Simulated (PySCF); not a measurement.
SMILES [Si]([SiH2]c1ccco1)(C)(C)C (GFN2-xTB optimised geometry):

```
24

C     -3.331    -2.268    -1.651
Si    -2.076    -0.867    -1.308
C     -3.003     0.553    -0.423
C     -1.457    -0.204    -2.993
Si    -0.294    -1.640    -0.017
C      1.021    -0.300     0.000
C      2.389    -0.300     0.000
C      2.801     1.051     0.000
C      1.655     1.786    -0.001
O      0.581     0.985    -0.003
H     -2.868    -3.092    -2.185
H     -4.167    -1.918    -2.251
H     -3.738    -2.666    -0.727
H     -3.443     0.215     0.511
H     -3.805     0.957    -1.035
H     -2.326     1.368    -0.189
H     -0.954    -0.981    -3.563
H     -0.748     0.608    -2.854
H     -2.271     0.175    -3.605
H      0.399    -2.844    -0.499
H     -0.634    -1.925     1.389
H      3.018    -1.166     0.000
H      3.805     1.425     0.000
H      1.483     2.844    -0.001
```

Calculation: PBE0/def2-SVP in PySCF.

### Question
What are the frontier orbital energies and the dipole moment?

### Answer
HOMO-2 -8.09 eV, HOMO-1 -7.85 eV, HOMO -6.49 eV, LUMO -0.02 eV, LUMO+1 0.63 eV; dipole moment 0.75 D.

Meta-Löwdin charges at PBE0/def2-SVP: C1 -0.54, Si2 0.66, C3 -0.54, C4 -0.54, Si5 0.33, C6 -0.06, C7 -0.16, C8 -0.17, C9 0.04, O10 -0.24, H11 0.11, H12 0.11, H13 0.11, H14 0.11, H15 0.11, H16 0.12, H17 0.11, H18 0.12, H19 0.11, H20 -0.08, H21 -0.09, H22 0.12, H23 0.12, H24 0.12.
